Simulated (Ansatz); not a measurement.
Isomers of C₄H₁₀Si, relaxed with PBE0-D4/def2-TZVP in Ansatz; electronic energies, one conformer each and not always the lowest. Functionals use def2-TZVPP; CBS adds triple-zeta CCSD(T) − MP2 to the MP2 limit of def2-TZVPP and def2-QZVPP.

**Question.** Order them by energy at frozen-core CCSD(T)/CBS, lowest first. (Best estimate.)
A. `C1CC[SiH2]C1`
B. `C/C=C\C[SiH3]`
C. `[SiH3]C1CCC1`
D. `C[SiH]1CCC1`
E. `C[SiH2]C1CC1`
F. `C[Si]1(C)CC1`

**Answer.** A (0.0 kJ/mol), D (28.9 kJ/mol), F (47.9 kJ/mol), E (75.3 kJ/mol), B (86.1 kJ/mol), C (118.2 kJ/mol).

**Question.** How do ωB97M-V, PBE0-D4, r2SCAN-D4, B2PLYP place them (kJ/mol, against `C1CC[SiH2]C1`)? (Best estimate.)

**Answer.** Ansatz gave: 
```
         isomer  ωB97M-V  PBE0-D4  r2SCAN-D4  B2PLYP
 `C[Si]1(C)CC1`     42.3     44.9       35.1    41.5
 `C[SiH2]C1CC1`     71.8     74.1       68.5    68.2
  `C[SiH]1CCC1`     25.6     27.5       25.0    26.2
`C/C=C\C[SiH3]`     90.2     96.5       86.8    76.0
 `[SiH3]C1CCC1`    117.1    119.2      122.5   116.9
```
